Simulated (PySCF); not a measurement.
Cl2GeH4OSi, SMILES O[Si](Cl)(Cl)[GeH3].

Geometry optimised at ωB97X-D3(BJ)/def2-SVP. This is a generated structure with no PubChem entry under its InChIKey; it may be hypothetical. The values are those of a single conformer.

Computed with TDA-PBE/def2-SVPD run with PySCF.

Vertical excitations. Isolated molecule, no solvent. State labels are in the subgroup Cs.

Task: List the lowest excited states. (The exact figures need the calculation; the answer reports its results.)

Result: 
```tsv
state	symmetry	energy (eV)	λ (nm)	f	main pairs
S1	A'	6.50	191	0.096	HOMO→LUMO+1 93 %
S2	A'	6.69	185	0.136	HOMO→LUMO 83 %
S3	A"	6.69	185	0.000	HOMO−1→LUMO+1 80 %, HOMO−1→LUMO 18 %
S4	A"	6.73	184	0.002	HOMO−1→LUMO 74 %, HOMO−1→LUMO+1 16 %
S5	A"	6.91	179	0.010	HOMO−2→LUMO+1 53 %, HOMO→LUMO+2 39 %
S6	A'	6.98	178	0.010	HOMO−1→LUMO+2 89 %
S7	A"	7.02	177	0.001	HOMO−2→LUMO 90 %
S8	A"	7.11	174	0.047	HOMO−2→LUMO+1 41 %, HOMO→LUMO+2 36 %
S9	A'	7.29	170	0.012	HOMO→LUMO+3 41 %, HOMO−3→LUMO 27 %, HOMO−2→LUMO+2 16 %, HOMO−3→LUMO+1 8 %
S10	A'	7.31	170	0.013	HOMO→LUMO+3 47 %, HOMO−2→LUMO+2 20 %, HOMO−3→LUMO 12 %, HOMO−3→LUMO+1 10 %
T1	A'	5.98	208	0	HOMO→LUMO 79 %, HOMO→LUMO+1 19 %
T2	A'	6.16	201	0	HOMO→LUMO+1 78 %, HOMO→LUMO 20 %
T3	A"	6.18	201	0	HOMO→LUMO+2 97 %
T4	A"	6.47	192	0	HOMO−1→LUMO 98 %
```
Triplets are in the Tamm–Dancoff approximation.
